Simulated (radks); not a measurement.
Q: Valence configurations of P (all share [Ne]). Method: scalar-relativistic Kohn-Sham, r2SCAN, spin-unpolarised, spherical densities, finite nucleus; meta-GGA in the generalised Kohn-Sham scheme; Fermi nuclear charge, rms radius 3.1889 fm; computed with a radial shooting solver on a logarithmic mesh with Libxc functionals. Order these by energy: 3p5; 3s1 3p4; 3s2 3p3; 3s1.5 3p3.5; 3s0.5 3p4.5.

A: From the lowest, in eV above it: 3s2 3p3 0.000; 3s1.5 3p3.5 4.455; 3s1 3p4 8.934; 3s0.5 3p4.5 13.435; 3p5 17.954. NIST lists [Ne] 3s2 3p3 as the ground configuration; this level of theory agrees among the configurations tried. The energies are those of spherical spin-averaged densities, not of single terms.
